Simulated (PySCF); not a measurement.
Geometry (Å), atoms numbered from 1 in this order:
```xyz
13

Al    0.0038   -0.0053   -0.0014
C     1.9664   -0.0396   -0.0329
H     2.3925   -1.0533   -0.0931
H     2.3801    0.4421    0.8711
H     2.3566    0.5409   -0.8874
C    -0.9466    1.7123    0.0045
H    -1.5660    1.8138    0.9136
H    -1.6502    1.7781   -0.8442
H    -0.2832    2.5902   -0.0435
C    -1.0101   -1.6860    0.0296
H    -2.1022   -1.5422    0.0452
H    -0.7416   -2.2946    0.9111
H    -0.7689   -2.3084   -0.8504
```

Geometry: PBE0-D3(BJ)/def2-SVP; GIAO shifts from PySCF 2.14.0 with density-fitted response routines, gas phase, non-relativistic, averaged over equivalent atoms.

At PBE0/pcSseg-1 (pcSseg-2 on Al) (139 basis functions, 13 s wall time on 1 thread of an Arm Neoverse V1, shared host):
| atoms | δ (ppm) |
| --- | --- |
| Al1 | 333.0 |
| C2/C6/C10 | -6.4 |
| H3/H4/H5/H7/H8/H9/H11/H12/H13 | -0.28 |

δ = σ(ref) − σ, references computed at the same level: ²⁷Al (576.18 ppm) vs [Al(H2O)6]3+; TMS for ¹³C (184.41 ppm) and ¹H (31.27 ppm).

Estimate the result of repeating the calculation with B3LYP/pcSseg-1 (pcSseg-2 on Al).

Answers


```json
{"atoms": "Al1", "δ at B3LYP/pcSseg-1 (pcSseg-2 on Al)": "342.1", "change": "+9.1"}
{"atoms": "C2/C6/C10", "δ at B3LYP/pcSseg-1 (pcSseg-2 on Al)": "-6.7", "change": "-0.3"}
{"atoms": "H3/H4/H5/H7/H8/H9/H11/H12/H13", "δ at B3LYP/pcSseg-1 (pcSseg-2 on Al)": "-0.29", "change": "-0.01"}
```

δ = σ(ref) − σ, references computed at the same level: ²⁷Al (σref 571.15) vs [Al(H2O)6]3+; TMS for ¹³C (σref 179.24), ¹H (σref 31.38).

The largest change is at Al1 (aluminium bonded to 3 C). Cost: 139 basis functions, 7.8 s wall time on 1 thread of an Arm Neoverse V1, shared host.
